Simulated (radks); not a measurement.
Values are calculated unless marked as measured or tabulated.
Question: The neon ion Ne+, 9 electrons, occupied as [He] 2s2 2p4.5 3s0.5 (fractional occupations, a model configuration). Level of theory: Dirac Kohn-Sham, PBE, spin-unpolarised, spherical densities, point nucleus; open shells fill j = l - 1/2 first (a radial shooting solver on a logarithmic mesh with Libxc functionals). Some entries of the table are withheld. Estimate them.

| orbital | occ. | eigenvalue (eV) | <r> (bohr) | r(max) (bohr) |
|---|---|---|---|---|
| 1s1/2 | 2 | (1) | (2) | 0.1026 |
| 2s1/2 | 2 | -61.9029 | 0.8479 | 0.6662 |
| 2p1/2 | 2 | -38.6114 | 0.8477 | (3) |
| 2p3/2 | 2.5 | -38.4852 | 0.8496 | (4) |
| 3s1/2 | 0.5 | -8.9016 | 3.310 | 2.799 |
| 3p1/2 | 0 | -5.7858 | 4.108 | (5) |
| 3p3/2 | 0 | -5.7791 | 4.113 | (6) |

Answer: 
(1) 1s1/2 eigenvalue (eV): -861.9955
(2) 1s1/2 <r> (bohr): 0.1579
(3) 2p1/2 r(max) (bohr): 0.5925
(4) 2p3/2 r(max) (bohr): 0.5938
(5) 3p1/2 r(max) (bohr): 3.462
(6) 3p3/2 r(max) (bohr): 3.466
